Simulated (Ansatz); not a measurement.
`[BH]1[SiH2][GeH2]1` at its PBE0-D4/def2-TZVP geometry, where that method's forces vanish. The species carries charge 0 and has multiplicity 1.

```json
{"atom": "B1", "x (Å)": "-0.5017", "y (Å)": "0.0004", "z (Å)": "1.0683"}
{"atom": "Si2", "x (Å)": "0.7420", "y (Å)": "-1.1483", "z (Å)": "0.2700"}
{"atom": "Ge3", "x (Å)": "-0.7691", "y (Å)": "1.0053", "z (Å)": "-0.5641"}
{"atom": "H4", "x (Å)": "-0.4765", "y (Å)": "0.4959", "z (Å)": "2.1481"}
{"atom": "H5", "x (Å)": "2.0421", "y (Å)": "-1.6047", "z (Å)": "0.8331"}
{"atom": "H6", "x (Å)": "0.5708", "y (Å)": "-1.6854", "z (Å)": "-1.1021"}
{"atom": "H7", "x (Å)": "-0.7886", "y (Å)": "2.5412", "z (Å)": "-0.6811"}
{"atom": "H8", "x (Å)": "-0.8191", "y (Å)": "0.3955", "z (Å)": "-1.9721"}
```

Q: For each bond, give half the difference of the two atoms' forces along it (eV/Å; positive pushes the atoms apart) under PBE-D4, r2SCAN-D4, B3LYP-D4, ωB97M-V in def2-TZVPP. (Estimate.)

A: Computed: 
| bond | length (Å) | PBE-D4 | r2SCAN-D4 | B3LYP-D4 | ωB97M-V |
| --- | --- | --- | --- | --- | --- |
| B1–Si2 | 1.872 | 0.04 | 0.05 | 0.13 | -0.03 |
| B1–Ge3 | 1.935 | 0.06 | 0.04 | 0.18 | -0.05 |
| B1–H4 | 1.188 | 0.03 | -0.05 | -0.15 | -0.06 |
| Si2–Ge3 | 2.760 | 0.08 | 0.03 | 0.28 | -0.05 |
| Si2–H5 | 1.489 | 0.07 | 0.00 | -0.15 | -0.08 |
| Si2–H6 | 1.483 | 0.09 | -0.05 | -0.08 | -0.10 |
| Ge3–H7 | 1.540 | 0.07 | -0.03 | -0.10 | -0.05 |
| Ge3–H8 | 1.535 | 0.09 | -0.06 | -0.01 | -0.05 |

B3LYP here is the variant with VWN-RPA as its local correlation; programs differ in this.
